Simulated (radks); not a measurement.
Results of a calculation; reference values are marked as such.
Problem. Level of theory: Dirac Kohn-Sham, PBEsol, spin-unpolarised, spherical densities, point nucleus; open shells fill j = l - 1/2 first (a radial shooting solver on a logarithmic mesh with Libxc functionals). Each species is in its NIST ground configuration. Rank B, F, O, Ne, Li, N, Be, C by Delta-SCF ionisation energy (eV), largest first.

Solution. Ne 22.360, F 19.288, O 16.340, N 13.508, C 10.792, Be 9.458, B 8.142, Li 5.187.
